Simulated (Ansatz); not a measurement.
```yaml
crystal:
  periodic: [false, false, false]
  atoms:
    - {symbol: Mo, position_ang: [-0.429493, 1.418640, -1.307497]}
    - {symbol: Mo, position_ang: [-1.285151, 0.744484, 1.304816]}
    - {symbol: Mo, position_ang: [1.428725, -1.269016, 0.140295]}
    - {symbol: O, position_ang: [1.193793, -2.710442, -1.113742]}
    - {symbol: O, position_ang: [-2.832421, 0.033048, 1.110436]}
    - {symbol: O, position_ang: [3.016086, -1.095292, 0.707545]}
    - {symbol: O, position_ang: [0.189031, -0.396490, 1.371090]}
    - {symbol: O, position_ang: [0.746202, -3.065823, 0.248139]}
    - {symbol: O, position_ang: [-1.694755, 0.921547, -2.351654]}
    - {symbol: O, position_ang: [-1.272116, 2.105834, 2.347442]}
    - {symbol: O, position_ang: [-0.039755, 3.084260, -1.429214]}
    - {symbol: O, position_ang: [0.979854, 0.229250, -1.027646]}
basis:
  gaussian: {orbitals: def2-TZVPD, initial_orbitals: start.molden}
total_charge: -1
magnetization: {spin_polarized: true, initial_magnetization: 1}
hamiltonian: {xc: pbe0, dispersion: d4}
scf: {omitted_lower_state_checks: [starts]}
output: {forces: true, orbitals: {seedname: orbitals}}
```

The file start.molden holds the orbitals of an earlier run on this structure, at another level or in another basis.

```sh
$ ansatz run in.yaml --threads 4 --pin off --events-out ev --progress --plain --max-ram 6963MiB
```

Task: Does this run fit into the memory that it is given?

Result: No. It has 480 basis functions, and Ansatz plans for 8 GiB where 7 GiB are given.
